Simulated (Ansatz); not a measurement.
FH3NNbO2, SMILES `[NH2][Nb](=[O])([OH])[F]`, relaxed with RKS PBE0-D4/def2-TZVP in Ansatz from a PBE-D4/def2-SVP geometry. The force threshold is 0.005 eV/Å; the program also tests the step.

The species carries charge 0 and has multiplicity 1. Nb: def2 effective core potential.

Start:

```xyz
8

N    -0.868    1.192   -0.112
Nb    0.576   -0.122    0.178
O     0.656   -0.315    1.880
O     0.126   -1.761   -0.696
F     2.220    0.526   -0.513
H    -1.398    1.672    0.623
H    -1.242    1.447   -1.033
H    -0.070   -2.640   -0.327
```

(1) How much energy does the relaxation release, and in how many steps? (Best estimate.)

(2) Which bonds change most? (Best estimate.)

(3) Give the relaxed structure. (Best estimate.)

Answers

(1) The calculation gave: 0.95 kcal/mol, in 6 steps.

(2) Computed: Nb2–O3 from 1.715 to 1.692 Å; N1–H7 from 1.027 to 1.011 Å; N1–H6 from 1.025 to 1.009 Å; O4–H8 from 0.973 to 0.958 Å.

(3) Computed: 
```xyz
8

N    -0.870    1.189   -0.115
Nb    0.561   -0.122    0.174
O     0.646   -0.313    1.853
O     0.128   -1.758   -0.684
F     2.197    0.518   -0.505
H    -1.374    1.660    0.620
H    -1.234    1.452   -1.020
H    -0.055   -2.626   -0.322
```
